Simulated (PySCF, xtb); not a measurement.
C₄H₈OS, SMILES C[C@H]1O[C@H](C)S1.

Harmonic wavenumbers (cm⁻¹) from GFN2-xTB (xtb) at its own minimum, in rising order: 46, 181, 191, 229, 317, 343, 483, 558, 683, 719, 918, 948, 1003, 1007, 1092, 1094, 1111, 1121, 1164, 1181, 1297, 1303, 1388, 1390, 1463, 1463, 1472, 1473, 2883, 2884, 3031, 3031, 3042, 3043, 3046, 3048.

Problem. What does PBE-D3(BJ)/def2-SVP run with PySCF 2.14.0 give at its own minimum? (The exact figures need the calculation; the answer reports its results.)

Solution. 60, 222, 253, 259, 322, 353, 483, 546, 635, 694, 852, 903, 960, 975, 1065, 1069, 1095, 1101, 1168, 1221, 1296, 1324, 1336, 1346, 1398, 1400, 1402, 1406, 2944, 2947, 2969, 2970, 3062, 3062, 3085, 3085. Paired by order, the mean absolute difference is 36 cm⁻¹ and the zero-point energies are 71.0 and 70.4 kcal/mol.
